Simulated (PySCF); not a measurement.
**Electron correlation in Ar⁺ (argon, charge +1)**

[Ne] 3s2 3p5, 2P determinant. All numbers are calculated (PySCF 2.14, scalar relativity by spin-free X2C-1e, in cc-pVTZ-DK). Frozen: [Ne]; 7 electrons correlated.

MP2 pair energies summed by pair of shells (mhartree):

```csv
pair,energy,share (%)
3p-3p,-104.17,63.0
3s-3p,-51.95,31.4
3s-3s,-9.29,5.6
```

Total MP2 correlation energy: -165.41 mhartree.

Same-spin part -38.20 and opposite-spin part -127.21 mhartree; SCS-MP2 scales them by 1/3 and 6/5 to -165.38 mhartree.

```
  level  correlation energy (mhartree)
   CCSD                        -189.32
    (T)                          -5.00
CCSD(T)                        -194.32
```

Diagnostics: T1 = 0.0061, D1 = 0.0207, largest double amplitude 0.052.

Question: Is a single reference adequate?

Answer: Yes: T1 lies below 0.03 and no double amplitude reaches 0.07.
